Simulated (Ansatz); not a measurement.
Correlation energies of C2H5ClGa, SMILES `C[CH2][Ga][Cl]` radical by basis set

```xyz
9

C     0.6112   -0.2909   -0.6660
C     0.3586    0.2404    0.7329
Ga   -1.5946    0.6621    1.0789
Cl   -2.9629   -0.0036   -0.4961
H     0.3297    0.4323   -1.4340
H     1.6729   -0.5219   -0.8050
H     0.0451   -1.2030   -0.8631
H     0.6333   -0.4784    1.5110
H     0.9067    1.1630    0.9413
```

The species carries charge 0 and has multiplicity 2. Correlated methods include outer-core shells of Ga, which these sets cover unevenly. Scalar relativity is left out up to krypton. The geometry is a stationary point of PBE0-D4/def2-TZVP. It is one conformer, not always the lowest. Frozen core, unrestricted reference, the Gaussian-basis code of Ansatz.

| basis | HF (Eh) | MP2 corr. | CCSD corr. | (T) | CCSD(T) total |
| --- | --- | --- | --- | --- | --- |
| def2-SVP | -2460.98332 | -0.61231 | -0.64633 | -0.01962 | -2461.64927 |
| def2-TZVPP | -2461.47629 | -0.74322 | -0.78015 | -0.03284 | -2462.28928 |
| def2-QZVPP | -2461.53267 | -1.03147 | – | – | – |
